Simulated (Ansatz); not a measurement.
Reaction (hydrogenolysis of the Si–S bond): `CS[SiH2][AlH][NH2]` + H₂ → `[NH2][AlH][SiH3]` + CH₃SH

Gas-phase electronic energies from Ansatz, PBE0-D4/def2-TZVP geometries. CBS: MP2 limit from def2 TZ/QZ plus the TZ coupled-cluster correction, frozen cores. This one scheme is used for every species. Functionals use def2-TZVPP. One conformer a species, not always the lowest.

Is it downhill or uphill in electronic energy at CCSD(T)/CBS, and by how much? (Estimate.)

Ansatz gave: Uphill: ΔE = +35.0 kJ/mol.

What do these levels give: r2SCAN0-D4, revPBE, LC-ωPBE, MP2/def2-TZVPP, SCS-MP2/def2-TZVPP, CCSD/CBS(def2)? (Best estimate.)

The calculation gave: r2SCAN0-D4 35.1, revPBE 25.6, LC-ωPBE 22.2, MP2/def2-TZVPP 40.0, SCS-MP2/def2-TZVPP 30.3, CCSD/CBS(def2) 28.0 kJ/mol.

Largest T1 diagnostic among the species: 0.013.

At CCSD(T), def2-SVP lies −18.7 kJ/mol from the extrapolated value and def2-TZVPP −6.2 kJ/mol. Leaving LDA and LC-ωPBE aside and taking each functional with its dispersion term where it has one, the values, not all of them listed here, spread over 20.5 kJ/mol, from B2PLYP to revPBE-D4. LDA lies +5.2 kJ/mol from PBE without D4.
